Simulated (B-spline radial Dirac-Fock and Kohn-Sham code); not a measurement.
# Subshell photoionisation cross sections of Ge⁵⁺ against photon energy

System: Ge⁵⁺, configuration 1s2 2s2 2p6 3s2 3p6 3d9.

Model: Dirac-Hartree-Slater photoionisation with all multipoles and Dirac-Fock thresholds. Program: a radial atomic solver. Values are in kb; a dash marks an energy below the computed threshold. Values for outer subshells far above threshold carry numerical ripple of a few per cent.

```csv
hν (eV),2p1/2,2p3/2,3s,3p1/2,3d5/2
150,–,–,–,–,3840
166,–,–,–,–,3490
237,–,–,–,253,1980
242,–,–,–,254,1900
800,–,–,51.5,64.3,85.1
1253.6,–,–,24.0,26.1,20.3
5030,5.56,10.3,1.50,0.718,0.122
9251.7,0.803,1.45,0.372,0.112,0.00968
12000,0.340,0.608,0.198,0.0484,0.00322
17479.3,0.0945,0.166,0.0772,0.0138,0.000618
29500,0.0151,0.0258,0.0193,0.00227,5.94e-05
59318.2,0.00123,0.00198,0.00274,0.000190,2.54e-06
93800,0.000234,0.000362,0.000720,3.65e-05,3.20e-07
200000,1.63e-05,2.33e-05,7.62e-05,2.56e-06,1.28e-08
```

At 200000 eV the multipoles beyond E1 give 59.9 % of 2p1/2, 55.5 % of 2p3/2, 45.2 % of 3s, 59.8 % of 3p1/2, 75.6 % of 3d5/2.
